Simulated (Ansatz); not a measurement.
The Si4–H5 bond of GaH5Si (SMILES [SiH3][GaH2]) is stretched (multiplicity 1, the rest rigid).
Geometry at rest (charge 0, multiplicity 1):
```xyz
7

Ga     0.02140    -0.38021    -0.73001
H     -1.28898    -0.51608    -1.59459
H      1.35851    -0.96272    -1.32506
Si    -0.03928     0.73300     1.42129
H     -0.04851     2.20437     1.20142
H      1.13421     0.41106     2.27101
H     -1.26893     0.38792     2.17939
```

Frozen-core correlation. Filled d and f shells under p-block atoms count as core.

The values were computed with Ansatz (Gaussian orbitals). 

Energies above the point at 1.488 Å (the B3LYP-D3(BJ) bond length), FIC-MRCISD+Q on CASSCF(2,2)/def2-TZVPP (kcal/mol): 5.61 at 1.339 Å; 3.59 at 1.637 Å; 88.45 at 4.761 Å.

Problem. Take the last value as the depth D of a Morse curve D(1 − e^(−a(R − R₀)))², fit a and R₀ to the two near points, and test it at 2.008 and 2.604 Å.

Solution. 
With D = 88.4, both near points (counted from the curve's value at 1.488 Å) are met by a = 1.51 Å⁻¹ and R₀ = 1.488 Å, so k = 2Da² = 403 kcal/(mol Å²). The curve then gives 26.2 and 58.7 kcal/mol; the level itself gives 27.1 and 63.4, so Morse is off by -0.9 and -4.7.

Ansatz is an electronic-structure program.
